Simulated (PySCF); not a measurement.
## Mayer bond orders and bond lengths

C5H14NPSi2.
Atom-mapped SMILES: `[CH2:1]=[CH:2][CH2:3][N:4]1[CH2:5][SiH2:6][Si@@H:7]([PH2:8])[CH2:9]1` (hydrogens: H10, H11 on C1; H12 on C2; H13, H14 on C3; H15, H16 on C5; H17, H18 on Si6; H19 on Si7; H20, H21 on P8; H22, H23 on C9)

Cartesian coordinates in Å at the GFN2-xTB level; atoms count from 1:
```xyz
23
C5H14NPSi2 angstrom
C      3.588    0.752   -0.517
C      2.299    0.932   -0.730
C      1.347   -0.144   -1.152
N      0.149   -0.127   -0.327
C      0.438   -0.467    1.059
Si    -1.148   -0.102    2.065
Si    -2.469   -0.623    0.219
P     -3.708    0.929   -0.835
C     -0.914   -0.958   -0.865
H      4.238    1.561   -0.229
H      4.052   -0.215   -0.631
H      1.844    1.907   -0.608
H      1.040    0.053   -2.186
H      1.849   -1.129   -1.128
H      1.286    0.139    1.384
H      0.745   -1.523    1.156
H     -1.206   -0.956    3.257
H     -1.146    1.293    2.524
H     -3.322   -1.827    0.239
H     -4.440    1.271    0.287
H     -2.806    1.959   -0.634
H     -0.639   -2.026   -0.860
H     -1.080   -0.673   -1.905
```

Bond orders from the PBE0/pcSseg-1 density (PySCF). Geometry: GFN2-xTB, one conformer, isolated molecule.

(1) Where do the orders between heavy atoms depart from those drawn in the SMILES?

(2) Set the Mayer orders of the bonds between heavy atoms beside their lengths.

Results:

(1) The largest departure is 0.141, at Si7–C9 (drawn single, 0.859). Drawn single, order below 0.88: Si7–C9 (0.859).

(2) 
```
   bond  drawn as  length (Å)  Mayer order
  C1–C2    double       1.319        1.967
  C2–C3    single       1.497        1.039
  C3–N4    single       1.455        0.950
  N4–C5    single       1.456        0.936
 C5–Si6    single       1.914        0.891
Si6–Si7    single       2.328        0.883
 Si7–P8    single       2.249        1.022
 Si7–C9    single       1.925        0.859
  C9–N4    single       1.452        0.946
```

Bonds between the same two heavy elements. C–C: lowest C2–C3 (1.039, 1.497 Å), highest C1–C2 (1.967, 1.319 Å). C–N: all 3 within 0.02 of one another (0.936 to 0.950). C–Si: lowest Si7–C9 (0.859, 1.925 Å), highest C5–Si6 (0.891, 1.914 Å).

Task: And the bonds to hydrogen?

Result: C–H: 0.93 to 0.96 (9 bonds); H–Si: 0.93 to 0.95 (3 bonds); H–P: 0.93 (2 bonds).

Task: Sum the orders of all bonds at each heavy atom with more than one neighbour and set the sums beside the valence in the SMILES.

Result: C1 3.873 (drawn 4), C2 3.965 (drawn 4), C3 3.863 (drawn 4), N4 2.832 (drawn 3), C5 3.695 (drawn 4), Si6 3.657 (drawn 4), Si7 3.702 (drawn 4), P8 2.881 (drawn 3), C9 3.682 (drawn 4). Orders between atoms that aren't bonded are not in these sums.

Mayer orders depend on the basis set.
